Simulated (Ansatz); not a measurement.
CH6N2Si2, SMILES `N#C[SiH2]N[SiH3]` from Hartree–Fock to CCSD(T)

```xyz
11

N    -2.356    2.472   -0.139
C    -1.456    1.890    0.285
Si    0.007    0.943    0.939
N     0.761    0.014   -0.279
Si    0.393   -1.614   -0.758
H     0.926    1.973    1.470
H    -0.527    0.056    1.993
H     1.403    0.517   -0.877
H    -0.275   -1.669   -2.084
H    -0.515   -2.159    0.281
H     1.637   -2.424   -0.831
```

Total charge 0; spin multiplicity 1. Geometry: relaxed with PBE0-D4/def2-TZVP. It is one conformer, not always the lowest. Frozen core, restricted reference, Ansatz. CBS rows extrapolate triple and quadruple zeta; past MP2 they add the triple-zeta difference.

| basis | HF (Eh) | MP2 corr. |
| --- | --- | --- |
| def2-SVP | -727.87849 | -0.63967 |
| def2-TZVPP | -728.26830 | -0.79032 |
| def2-QZVPP | -728.29337 | -0.84590 |

Problem. Estimate the CCSD correlation energy and the (T) correction in each basis where they were run (hartree).

Solution. 
| basis | CCSD corr. | (T) |
| --- | --- | --- |
| def2-SVP | -0.68893 | -0.02293 |
| def2-TZVPP | -0.83231 | -0.03629 |
| CBS(def2) | -0.92906 | as TZ |
